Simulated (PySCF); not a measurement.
## Computed properties of GeH₅Si, SMILES [SiH2][GeH3]

GeH5Si, SMILES [SiH2][GeH3] (connectivity only; charge and spin as stated), charge +1, multiplicity 1. Geometry optimised at B3LYP-D3(BJ)/def2-TZVP. The multiplicity is an assumed one; other spin states were not compared. The isomer is the one that the SMILES or the coordinates give; other isomers of the formula were not compared. Other conformers were not sampled. All values are computed for the isolated molecule unless a solvent is named; none is compared with measurement here.

**Structure.** The optimised structure has Cs symmetry. All 15 harmonic modes at B3LYP-D3(BJ)/def2-TZVP (PySCF) are real, so it is a minimum.

**Vibrations.** The strongest infrared lines (harmonic, unscaled, degenerate partners summed) lie at 741 cm⁻¹ (177 km/mol, H 97 %), 971 cm⁻¹ (125 km/mol, H 95 %), 854 cm⁻¹ (28 km/mol, H 99 %). The softest mode is at 39 cm⁻¹ and the zero-point energy is 23.9 kcal/mol.

**Electronic structure.** HF/def2-TZVPD (PySCF) places the frontier levels at -17.07 and -5.87 eV, a gap of 11.20 eV and a mean polarisability of 50.9 bohr³. PBE/def2-TZVPD (PySCF) at the same geometry gives -13.33 and -10.19 eV, so its gap is 8.06 eV narrower. An orbital gap is neither the optical nor the fundamental gap.

**Excitations.** TDDFT-M06-2X/def2-SVPD (PySCF) has S1 at 3.50 eV (354 nm, f = 0.004, weak); the most intense of the 10 singlets computed lies at 8.08 eV (f = 0.51). T1 (TDA) is at 2.83 eV. TDDFT-PBE/def2-SVPD (PySCF) puts S1 at 3.43 eV. No vertical singlet excitation falls in the visible range (under 3.1 eV).

**NMR.** GIAO shifts at HF/pcSseg-2 (PySCF) (non-relativistic, atoms alike by connectivity averaged): ¹H from 4.9 to 9.2 ppm against TMS; ²⁹Si at 457.9 ppm against TMS.
